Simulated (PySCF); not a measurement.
## Broadened absorption spectrum of CH10N2OSi2

Species: CH₁₀N₂OSi₂.
Geometry (GFN2-xTB, Å), atoms numbered from 1 in this order:
```
atom  x, y, z in Å
C1    -3.0178    0.4762    0.0613
N2    -1.6368    0.3701   -0.3365
Si3   -0.4100   -0.1049    0.7702
N4     1.0234   -0.1604   -0.1931
Si5    2.6011   -0.5510    0.3916
O6     3.6757   -0.4171   -0.8220
H7    -3.2416    1.4177    0.5767
H8    -3.6691    0.3973   -0.8118
H9    -3.2460   -0.3411    0.7411
H10   -1.3978    1.0725   -1.0215
H11   -0.8326   -1.4073    1.2986
H12   -0.1161    0.8125    1.8789
H13    0.8613   -0.4044   -1.1581
H14    2.7892   -1.9432    0.7780
H15    2.8669    0.4007    1.4664
H16    3.7425    0.3913   -1.3227
```

Method used: TDDFT CAM-B3LYP/def2-SVPD, vertical, gas phase, core orbitals frozen in the response (PySCF).

Broadening: Gaussians 0.3 eV wide at half height, area fixed by f = 4.319×10⁻⁹ ∫ε dν̃. The width is an assumption, not a result. The curve ends short of the highest state used, and states not computed would add to its high-energy end.

| λ (nm) | ε (L mol⁻¹ cm⁻¹) |
| --- | --- |
| 174.5 | 900 |
| 176.1 | 645 |
| 177.7 | 677 |
| 179.3 | 892 |
| 180.9 | 1177 |
| 182.4 | 1415 |
| 184.0 | 1574 |
| 185.6 | 1596 |
| 187.2 | 1461 |
| 188.8 | 1185 |
| 190.4 | 837 |
| 192.0 | 512 |
| 193.6 | 277 |
| 195.2 | 150 |
| 196.8 | 114 |
| 198.3 | 141 |
| 199.9 | 206 |
| 201.5 | 280 |
| 203.1 | 332 |
| 204.7 | 342 |
| 206.3 | 308 |
| 207.9 | 243 |
| 209.5 | 169 |
| 211.1 | 104 |
| 212.7 | 57 |
| 214.2 | 30 |
| 215.8 | 13 |
| 217.4 | 5 |
| 219.0 | 2 |
| 220.6 | 1 |

(1) Locate the maxima and give the states behind the curve.

(2) On this curve, what absorbance would a 10⁻⁴ mol/L sample give at 193 nm over a 1 cm path?

(3) Coming from long wavelengths, where does ε first pass 100 L mol⁻¹ cm⁻¹?

## Answers

(1) 204 nm (6.07 eV), ε about 340, made up of S1 (100%); 185 nm (6.70 eV), ε about 1600, made up of S2 (49%), S3 (14%) and S4 (37%) (ε in L mol⁻¹ cm⁻¹; maxima over ε = 5, shares over 10%). At its high-energy end, 7.11 eV, the curve is still rising (ε about 930, from S5 and S6). The states used: S1 6.07 eV (f 0.0038); S2 6.62 eV (f 0.011); S3 6.67 eV (f 0.0025); S4 6.81 eV (f 0.010); S5 7.05 eV (f 0.0023); S6 7.31 eV (f 0.026); S7 7.53 eV (f 0.047); S8 7.71 eV (f 0.011).

(2) 193 nm is 6.424 eV, where ε is about 350 L mol⁻¹ cm⁻¹, so A = ε c l ≈ 0.035 (Beer–Lambert, with the gas-phase spectrum and the assumed width).

(3) At about 211 nm (5.87 eV), 0.20 eV below S1.

One conformer stands for the species.

Without π bonds the low states are Rydberg-like; a valence basis with one diffuse set may place them up to an eV too high.
